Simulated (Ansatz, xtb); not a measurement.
# Relative energy of two isomers of AlH7O3Si2

We compare X, `[OH][AlH][O][SiH2]O[SiH3]`, a singlet, with Y, `O[SiH2][O][AlH][O][SiH3]`, a singlet. Both are isolated molecules in the gas phase, relaxed with PBE0-D4/def2-SVP, each in the lowest conformer that the search found.

X (Å):

```xyz
13

Al   -2.2225   -1.6440    1.0689
O    -2.6869   -2.3976    2.5191
O    -2.3814    0.0623    0.9034
O     0.0332    1.1599    1.1568
Si   -1.5830    1.4880    0.8544
Si    0.9078   -0.2205    1.3658
H    -3.0174   -1.9650    3.3073
H    -1.9314   -2.5558   -0.1761
H    -1.6832    2.1221   -0.4877
H    -2.0628    2.4134    1.9160
H     1.6456   -0.1996    2.6571
H    -0.0459   -1.4040    1.4212
H     1.8261   -0.4700    0.2219
```

Y (Å):

```yaml
atoms:
  - { symbol: Al, position_ang: [-0.3490, -1.7810, 1.5498] }
  - { symbol: O, position_ang: [1.0813, -1.2954, -1.8118] }
  - { symbol: O, position_ang: [0.9255, -0.8703, 0.8863] }
  - { symbol: O, position_ang: [-1.0189, -3.0202, 0.5992] }
  - { symbol: Si, position_ang: [1.7299, -0.4954, -0.5050] }
  - { symbol: Si, position_ang: [-1.1595, -3.8828, -0.7991] }
  - { symbol: H, position_ang: [1.2963, -2.2274, -1.9178] }
  - { symbol: H, position_ang: [3.1654, -0.8640, -0.3260] }
  - { symbol: H, position_ang: [1.5628, 0.9493, -0.8021] }
  - { symbol: H, position_ang: [-0.8735, -1.5074, 2.9985] }
  - { symbol: H, position_ang: [0.1923, -4.1234, -1.4070] }
  - { symbol: H, position_ang: [-2.0026, -3.1582, -1.7943] }
  - { symbol: H, position_ang: [-1.7703, -5.2132, -0.5110] }
```

Problem. Estimate E(Y) − E(X) at the level CCSD(T)/def2-SVP + ΔMP2/def2-TZVPP.

Solution. Calculated at CCSD(T)/def2-SVP + ΔMP2/def2-TZVPP: E(Y) − E(X) = −1.49 kcal/mol, so structure Y lies lower.

Level by level:

| level | geometry | E(Y) − E(X) (kcal/mol) | departure from the last row (kcal/mol) | job, with rough time for the two |
| --- | --- | --- | --- | --- |
| PBE0-D4/def2-SVP | PBE0-D4/def2-SVP | −1.40 | +0.09 | optimisation, 5.7 min |
| HF/def2-SVP | PBE0-D4/def2-SVP | −4.17 | −2.68 | part of the CCSD(T) run |
| MP2/def2-SVP | PBE0-D4/def2-SVP | −2.74 | −1.25 | part of the CCSD(T) run |
| CCSD(T)/def2-SVP | PBE0-D4/def2-SVP | −2.54 | −1.06 | single point |
| CCSD(T)/def2-SVP + ΔMP2/def2-TZVPP | PBE0-D4/def2-SVP | −1.49 |  | single point, 91 s |

As drawn, both hold the same kinds of bond in the same numbers.

None of the levels shown reverses the order. The largest departure from CCSD(T)/def2-SVP + ΔMP2/def2-TZVPP is that of HF/def2-SVP, 2.68 kcal/mol. No reliable frequencies are at hand for X or Y, so they aren't confirmed as minima. Levels run at GFN2-xTB geometries aren't shown. The last row adds to CCSD(T) the change of the MP2 difference between the two basis sets, here +1.06 kcal/mol.

The correlated steps freeze 18 core orbitals. Codes used: Ansatz 0.2.0, xtb 6.7.1; the last row on 2 threads of Arm Neoverse V1 on a shared host.
